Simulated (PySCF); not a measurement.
A calculated (r2SCAN, PySCF 2.14, aug-cc-pVDZ-X2C, scalar relativity by spin-free X2C-1e) atom or ion has these occupied shells.

```json
{"shell": "1s", "electrons": "2", "orbital energy (eV)": "-37252.1", "rms radius, mean of both spins (bohr)": "0.0292"}
{"shell": "2s", "electrons": "2", "orbital energy (eV)": "-5917.5", "rms radius, mean of both spins (bohr)": "0.119"}
{"shell": "2p", "electrons": "6", "orbital energy (eV)": "-5309.9", "rms radius, mean of both spins (bohr)": "0.106"}
{"shell": "3s", "electrons": "2", "orbital energy (eV)": "-1266.7", "rms radius, mean of both spins (bohr)": "0.311"}
{"shell": "3p", "electrons": "6", "orbital energy (eV)": "-1070.1", "rms radius, mean of both spins (bohr)": "0.311"}
{"shell": "3d", "electrons": "10", "orbital energy (eV)": "-782.23", "rms radius, mean of both spins (bohr)": "0.289"}
{"shell": "4s", "electrons": "2", "orbital energy (eV)": "-261.67", "rms radius, mean of both spins (bohr)": "0.716"}
{"shell": "4p", "electrons": "6", "orbital energy (eV)": "-197.72", "rms radius, mean of both spins (bohr)": "0.762"}
{"shell": "4d", "electrons": "10", "orbital energy (eV)": "-103.98", "rms radius, mean of both spins (bohr)": "0.862"}
{"shell": "5s", "electrons": "2", "orbital energy (eV)": "-46.947", "rms radius, mean of both spins (bohr)": "1.75"}
{"shell": "5p", "electrons": "6", "orbital energy (eV)": "-31.511", "rms radius, mean of both spins (bohr)": "2.01"}
```

Problem. Name the element and its charge.

Solution. Ba²⁺ (barium, charge +2), in [Xe], closed-shell 1S.
